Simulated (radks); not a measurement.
Question: The germanium ion Ge2+, configuration [Ar] 3d10 4s2. Calculated with a radial shooting solver on a logarithmic mesh with Libxc functionals: Dirac Kohn-Sham, BLYP, spin-unpolarised, spherical densities, point nucleus. Some entries of the table are withheld. Estimate them.

orbital  occ.  eigenvalue (eV)  <1/r> (bohr^-1)  <r^2> (bohr^2)
1s1/2       2        -10980.99            32.39        0.002973
2s1/2       2              (1)            7.149         0.05198
2p1/2       2        -1240.182            7.112         0.04033
2p3/2       4        -1208.278            6.918         0.04182
3s1/2       2        -188.0767            2.293          0.4497
3p1/2       2        -138.2188            2.166          0.4821
3p3/2       4        -133.9309            2.119          0.4983
3d3/2       4              (2)            1.794          0.6792
3d5/2       6              (3)            1.781          0.6889
4s1/2       2         -29.3244           0.6757           4.297

Answer: 
(1) 2s1/2 eigenvalue (eV): -1391.459
(2) 3d3/2 eigenvalue (eV): -49.4374
(3) 3d5/2 eigenvalue (eV): -48.8488
